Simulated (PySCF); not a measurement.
C₂H₈OZr, SMILES C([O][ZrH3])C, multiplicity 1.

Geometry optimised at PBE0-D3(BJ)/def2-SVP. The multiplicity is an assumed one; no other spin state was optimised. The structure was generated by enumeration; whether it is a known compound was not checked. The def2 effective core potentials stand for the cores of Zr; spin–orbit coupling is left out. One conformer was computed; it need not be the lowest.

Method: PySCF with B3LYP/def2-TZVP.

Symmetry labels are those of the subgroup Cs that the program uses (full group Cs).

### Question
List the valence orbital energies around the gap with their symmetry. (The exact figures need the calculation; the answer reports its results.)

### Answer

```json
[
 {"orbital": "HOMO−7", "symmetry": "A'", "energy (eV)": "-12.16"},
 {"orbital": "HOMO−6", "symmetry": "A'", "energy (eV)": "-10.86"},
 {"orbital": "HOMO−5", "symmetry": "A\"", "energy (eV)": "-10.74"},
 {"orbital": "HOMO−4", "symmetry": "A'", "energy (eV)": "-8.98"},
 {"orbital": "HOMO−3", "symmetry": "A\"", "energy (eV)": "-8.83"},
 {"orbital": "HOMO−2", "symmetry": "A'", "energy (eV)": "-8.40"},
 {"orbital": "HOMO−1", "symmetry": "A\"", "energy (eV)": "-7.68"},
 {"orbital": "HOMO", "symmetry": "A'", "energy (eV)": "-7.67"},
 {"orbital": "LUMO", "symmetry": "A'", "energy (eV)": "-1.88"},
 {"orbital": "LUMO+1", "symmetry": "A\"", "energy (eV)": "-1.87"},
 {"orbital": "LUMO+2", "symmetry": "A'", "energy (eV)": "-1.35"},
 {"orbital": "LUMO+3", "symmetry": "A\"", "energy (eV)": "-0.67"}
]
```
